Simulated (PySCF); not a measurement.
# Spinor energies of Cr (chromium, neutral)

Start: [Ar] 3d4 4s1 5s1; 3d5/2 filled at m_j = -1/2, +1/2, +3/2, +5/2; 4s1/2 filled at m_j = +1/2; 5s1/2 filled at m_j = +1/2. Calculated with PySCF 2.14 in x2c-SVPall-2c with one added diffuse shell each of s, d type (6s5p4d1f, 48 functions): generalised Hartree-Fock with the X2C-1e Hamiltonian and a Gaussian nucleus; one run each with spin-orbit coupling (SO) switched off, then screened by Boettger's factors. This is a chosen level, not necessarily the ground level.

```json
{"spinor shell": "1s1/2", "electrons": "2", "ε, spin-free (eV)": "-6050.2", "ε, screened SO (eV)": "-6050.2", "weight of nominal j (screened SO)": "1.000", "rms radius, screened SO (bohr)": "0.0735"}
{"spinor shell": "2s1/2", "electrons": "2", "ε, spin-free (eV)": "-733.19", "ε, screened SO (eV)": "-733.19", "weight of nominal j (screened SO)": "1.000", "rms radius, screened SO (bohr)": "0.316"}
{"spinor shell": "2p1/2", "electrons": "2", "ε, spin-free (eV)": "-614.70", "ε, screened SO (eV)": "-620.66", "weight of nominal j (screened SO)": "0.986", "rms radius, screened SO (bohr)": "0.285"}
{"spinor shell": "2p3/2", "electrons": "4", "ε, spin-free (eV)": "-614.70", "ε, screened SO (eV)": "-611.78", "weight of nominal j (screened SO)": "0.993", "rms radius, screened SO (bohr)": "0.288"}
{"spinor shell": "3s1/2", "electrons": "2", "ε, spin-free (eV)": "-101.04", "ε, screened SO (eV)": "-101.05", "weight of nominal j (screened SO)": "1.000", "rms radius, screened SO (bohr)": "0.965"}
{"spinor shell": "3p3/2", "electrons": "4", "ε, spin-free (eV)": "-65.859", "ε, screened SO (eV)": "-66.131", "weight of nominal j (screened SO)": "0.832", "rms radius, screened SO (bohr)": "1.05"}
{"spinor shell": "3p1/2", "electrons": "2", "ε, spin-free (eV)": "-65.859", "ε, screened SO (eV)": "-65.337", "weight of nominal j (screened SO)": "0.665", "rms radius, screened SO (bohr)": "1.04"}
{"spinor shell": "3d5/2", "electrons": "4", "ε, spin-free (eV)": "-19.716", "ε, screened SO (eV)": "-19.711", "weight of nominal j (screened SO)": "0.693", "rms radius, screened SO (bohr)": "1.38"}
{"spinor shell": "4s1/2", "electrons": "1", "ε, spin-free (eV)": "-11.032", "ε, screened SO (eV)": "-11.033", "weight of nominal j (screened SO)": "1.000", "rms radius, screened SO (bohr)": "3.24"}
{"spinor shell": "5s1/2", "electrons": "1", "ε, spin-free (eV)": "-2.321", "ε, screened SO (eV)": "-2.321", "weight of nominal j (screened SO)": "1.000", "rms radius, screened SO (bohr)": "9.40"}
```

```json
{"quantity": "E (hartree)", "spin-free": "-1049.33115", "screened SO": "-1049.33817"}
{"quantity": "M_J", "spin-free": "5", "screened SO": "5"}
{"quantity": "⟨J²⟩", "spin-free": "30.005", "screened SO": "30.005"}
{"quantity": "⟨L²⟩", "spin-free": "6.005", "screened SO": "6.007"}
{"quantity": "⟨S²⟩", "spin-free": "12.000", "screened SO": "11.999"}
```

Each row is a mean over spinors that exchange with the open shell spreads, by up to 12.650 eV (3p3/2).

Rows whose weight is well below 1 are mixtures of j = l ± 1/2: exchange outweighs spin-orbit coupling there, and the label is only the starting occupation.

Without spin-orbit coupling the j labels of p, d and f shells carry no meaning; the spin-free column gives the mean over the occupied spinors of each nl shell.
